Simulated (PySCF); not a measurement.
# Computed records: H4NSi, B2FHO

Calculation on a computer-drawn molecule: vertical ionisation energy to the stated ion spin, frozen-core CCSD(T) at the basis limit and cheaper methods, single-reference cases, UHF for radicals, no spin-orbit; all values are single points at the evaluated structure, the first of each entry, which is the reference or a displaced copy of it and isn't optimised; the reference structure only sets the zero of the energies above reference; triples share is (T) over the correlation energy. Program: PySCF 2.14.0.

Common to all runs: multiplicity 1; ion multiplicity 2; diffuse functions no; reference is the Hartree-Fock double-zeta minimum; best is HF at quadruple zeta + MP2 correlation extrapolated from triple and quadruple zeta + CCSD(T) minus MP2 at triple zeta; basis step is the size of the change from the same recipe one zeta lower.

(1) H4NSi

Evaluated structure:
```xyz
6
H4NSi
N      1.2612     0.1916    -1.1106
Si     0.9855    -0.4843     0.3587
H      2.0505     0.3594    -1.4396
H      0.4843     0.5567    -1.7289
H      2.1513    -0.8107     1.1443
H     -0.3211    -0.7386     0.7645
```

Reference structure:
```xyz
6
H4NSi
N      1.2610     0.2118    -1.1311
Si     1.0248    -0.4813     0.3237
H      2.1705     0.4092    -1.5180
H      0.5145     0.4926    -1.7472
H      2.1933    -0.8387     1.1152
H     -0.3438    -0.7110     0.7641
```

Here we set charge 1 and basis cc-pV(n+d)Z.

Results for H4NSi: ionisation energy best 18.21 eV; ionisation energy basis step 0.02947 eV; energy above reference best 16.25 kcal/mol; energy above reference basis step 0.0288 kcal/mol; ionisation energy Koopmans at triple zeta 18.66 eV; ionisation energy EOM CCSD at triple zeta 18.07 eV; total energy HF triple zeta -345.4806 hartree; total energy CCSD(T) triple zeta -345.8319 hartree; total energy best -345.8780 hartree; T1 diagnostic at triple zeta 0.01476; D1 diagnostic at triple zeta 0.04529; ion T1 diagnostic at triple zeta 0.008933; ion D1 diagnostic at triple zeta 0.02076; ion spin squared at triple zeta 0.7573; triples share at triple zeta 0.03301; basis functions triple zeta 125.

Drawn bonds:
```csv
atom,other atom,order
1,2,1
1,3,1
1,4,1
2,5,1
2,6,1
```

Triple zeta:
```csv
method,ionisation energy (eV),energy above reference (kcal/mol)
HF,16.41,15.31
PBE,18.22,17.51
r2SCAN,18.06,16.56
B3LYP,18.17,16.35
wB97X,18.07,16.49
MP2,18.15,16.31
CCSD,17.94,16.29
CCSD(T),18.07,16.46
```

(2) H4NSi

Evaluated structure:
```xyz
6
H4NSi
N      1.2792     0.2212    -1.1306
Si     1.0272    -0.4847     0.3005
H      2.2259     0.3906    -1.5631
H      0.5660     0.4797    -1.7438
H      2.1769    -0.8379     1.1404
H     -0.2978    -0.7544     0.7503
```

Reference structure:
```xyz
6
H4NSi
N      1.2610     0.2118    -1.1311
Si     1.0248    -0.4813     0.3237
H      2.1705     0.4092    -1.5180
H      0.5145     0.4926    -1.7472
H      2.1933    -0.8387     1.1152
H     -0.3438    -0.7110     0.7641
```

Settings of this run: charge 1 and basis cc-pV(n+d)Z.

The calculation gives: ionisation energy best 18.27 eV; ionisation energy basis step 0.02827 eV; energy above reference best 2.417 kcal/mol; energy above reference basis step 0.03913 kcal/mol; ionisation energy Koopmans at triple zeta 18.77 eV; ionisation energy EOM CCSD at triple zeta 18.14 eV; total energy HF triple zeta -345.5013 hartree; total energy CCSD(T) triple zeta -345.8542 hartree; total energy best -345.9001 hartree; T1 diagnostic at triple zeta 0.01424; D1 diagnostic at triple zeta 0.04308; ion T1 diagnostic at triple zeta 0.008915; ion D1 diagnostic at triple zeta 0.02086; ion spin squared at triple zeta 0.7577; triples share at triple zeta 0.03343; basis functions triple zeta 125.

Drawn bonds:
```csv
atom,other atom,order
1,2,1
1,3,1
1,4,1
2,5,1
2,6,1
```

Triple zeta:
```csv
method,ionisation energy (eV),energy above reference (kcal/mol)
HF,16.49,2.291
PBE,18.25,2.595
r2SCAN,18.12,2.449
B3LYP,18.23,2.392
wB97X,18.13,2.358
MP2,18.23,2.397
CCSD,18,2.404
CCSD(T),18.13,2.453
```

(3) H4NSi

Evaluated structure:
```xyz
6
H4NSi
N      1.1601     0.1314    -1.1395
Si     1.0478    -0.4385     0.3802
H      2.1817     0.4242    -1.5076
H      0.5976     0.5453    -1.5892
H      2.1460    -0.7625     1.1148
H     -0.2751    -0.7785     0.8388
```

Reference structure:
```xyz
6
H4NSi
N      1.2610     0.2118    -1.1311
Si     1.0248    -0.4813     0.3237
H      2.1705     0.4092    -1.5180
H      0.5145     0.4926    -1.7472
H      2.1933    -0.8387     1.1152
H     -0.3438    -0.7110     0.7641
```

Settings of this run: charge 1 and basis cc-pV(n+d)Z.

It finds ionisation energy best 18.35 eV; ionisation energy basis step 0.02854 eV; energy above reference best 35.87 kcal/mol; energy above reference basis step 0.06656 kcal/mol; ionisation energy Koopmans at triple zeta 18.83 eV; ionisation energy EOM CCSD at triple zeta 18.22 eV; total energy HF triple zeta -345.4483 hartree; total energy CCSD(T) triple zeta -345.8003 hartree; total energy best -345.8468 hartree; T1 diagnostic at triple zeta 0.01479; D1 diagnostic at triple zeta 0.04522; ion T1 diagnostic at triple zeta 0.009803; ion D1 diagnostic at triple zeta 0.02308; ion spin squared at triple zeta 0.7579; triples share at triple zeta 0.03309; basis functions triple zeta 125.

Drawn bonds:
```csv
atom,other atom,order
1,2,1
1,3,1
1,4,1
2,5,1
2,6,1
```

Triple zeta:
```csv
method,ionisation energy (eV),energy above reference (kcal/mol)
HF,16.56,35.58
PBE,18.32,37.29
r2SCAN,18.2,36.21
B3LYP,18.3,35.95
wB97X,18.2,36.36
MP2,18.3,36.1
CCSD,18.08,36.09
CCSD(T),18.21,36.23
```

(4) H4NSi

Evaluated structure:
```xyz
6
H4NSi
N      1.2394     0.1719    -1.2111
Si     1.0235    -0.5447     0.3175
H      2.1908     0.4236    -1.5589
H      0.5064     0.4245    -1.7646
H      2.4950    -1.0703     1.2617
H     -0.3833    -0.6334     0.8599
```

Reference structure:
```xyz
6
H4NSi
N      1.2610     0.2118    -1.1311
Si     1.0248    -0.4813     0.3237
H      2.1705     0.4092    -1.5180
H      0.5145     0.4926    -1.7472
H      2.1933    -0.8387     1.1152
H     -0.3438    -0.7110     0.7641
```

Here we set charge 1 and basis cc-pV(n+d)Z.

Results for H4NSi: ionisation energy best 17.67 eV; ionisation energy basis step 0.02323 eV; energy above reference best 23.89 kcal/mol; energy above reference basis step 0.2285 kcal/mol; ionisation energy Koopmans at triple zeta 18.23 eV; ionisation energy EOM CCSD at triple zeta 17.55 eV; total energy HF triple zeta -345.4603 hartree; total energy CCSD(T) triple zeta -345.8205 hartree; total energy best -345.8659 hartree; T1 diagnostic at triple zeta 0.01738; D1 diagnostic at triple zeta 0.05295; ion T1 diagnostic at triple zeta 0.01269; ion D1 diagnostic at triple zeta 0.03887; ion spin squared at triple zeta 0.7587; triples share at triple zeta 0.03617; basis functions triple zeta 125.

Drawn bonds:
```csv
atom,other atom,order
1,2,1
1,3,1
1,4,1
2,5,1
2,6,1
```

Triple zeta:
```csv
method,ionisation energy (eV),energy above reference (kcal/mol)
HF,15.84,28.06
PBE,17.54,20.08
r2SCAN,17.49,23.02
B3LYP,17.58,23.33
wB97X,17.51,24.82
MP2,17.62,25.38
CCSD,17.38,24.28
CCSD(T),17.53,23.55
```

(5) B2FHO

Evaluated structure:
```xyz
5
B2FHO
O     -3.5943    -0.7563     1.5147
B     -2.8982    -0.5505     0.5775
B     -1.8681    -0.3096    -0.7714
F     -1.9160     0.8465    -1.4047
H     -1.1093    -1.1437    -1.1619
```

Reference structure:
```xyz
5
B2FHO
O     -3.5943    -0.7563     1.5147
B     -2.8982    -0.5505     0.5775
B     -1.8681    -0.3096    -0.7714
F     -1.9160     0.8465    -1.4047
H     -1.1093    -1.1437    -1.1619
```

Settings of this run: charge 0 and basis cc-pVnZ.

Results for B2FHO: ionisation energy best 13.14 eV; ionisation energy basis step 0.04211 eV; energy above reference best 0 kcal/mol; energy above reference basis step 0 kcal/mol; ionisation energy Koopmans at triple zeta 14.01 eV; ionisation energy EOM CCSD at triple zeta 13.16 eV; total energy HF triple zeta -224.4266 hartree; total energy CCSD(T) triple zeta -225.1242 hartree; total energy best -225.2337 hartree; T1 diagnostic at triple zeta 0.01802; D1 diagnostic at triple zeta 0.05438; ion T1 diagnostic at triple zeta 0.03811; ion D1 diagnostic at triple zeta 0.1735; ion spin squared at triple zeta 0.8353; triples share at triple zeta 0.03732; basis functions triple zeta 134; dipole magnitude HF at triple zeta 3.023 debye; dipole magnitude CCSD unrelaxed at triple zeta 2.473 debye; dipole magnitude PBE at triple zeta 2.352 debye; dipole magnitude r2SCAN at triple zeta 2.471 debye; dipole magnitude B3LYP at triple zeta 2.525 debye; dipole magnitude wB97X at triple zeta 2.635 debye.

Drawn bonds:
```csv
atom,other atom,order
1,2,2
2,3,1
3,4,1
3,5,1
```

Triple zeta:
```csv
method,ionisation energy (eV),energy above reference (kcal/mol)
HF,12.86,0
PBE,12.14,0
r2SCAN,12.35,0
B3LYP,12.66,0
wB97X,12.95,0
MP2,13.05,0
CCSD,13.11,0
CCSD(T),12.97,0
```
